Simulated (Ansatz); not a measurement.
`C=C[SiH](O)Cl` and `C=C[Si](O)(Cl)O[SiH3]` differ in one atom or group.

Ansatz, PBE0-D4/def2-TZVP geometries, multiplicity 1. Each molecule was computed in one conformer, which needn't be the lowest.

```tsv
property	`C=C[SiH](O)Cl`
HOMO energy (PBE/def2-TZVPP) / eV	-7.21
HOMO–LUMO gap (ωB97M-V/def2-TZVPP) / eV	11.86
LUMO energy (ωB97M-V/def2-TZVPP) / eV	1.24
size of the dipole moment (ωB97M-V/def2-TZVPP) / D	2.05
HOMO–LUMO gap (PBE0/def2-TZVPP) / eV	7.51
LUMO energy (B3LYP/def2-TZVPP) / eV	-1.06
```

Q: What does the change do to each property? (Estimate.)

A: Ansatz gave: 
```csv
property,`C=C[Si](O)(Cl)O[SiH3]`,shift
HOMO energy (PBE/def2-TZVPP) / eV,-7.14,0.07
HOMO–LUMO gap (ωB97M-V/def2-TZVPP) / eV,11.90,0.04
LUMO energy (ωB97M-V/def2-TZVPP) / eV,1.34,0.10
size of the dipole moment (ωB97M-V/def2-TZVPP) / D,0.60,-1.45
HOMO–LUMO gap (PBE0/def2-TZVPP) / eV,7.54,0.03
LUMO energy (B3LYP/def2-TZVPP) / eV,-0.97,0.09
```

Dipoles are sizes alone; their direction can turn.

B3LYP here is the variant with VWN-RPA as its local correlation; programs differ in this.
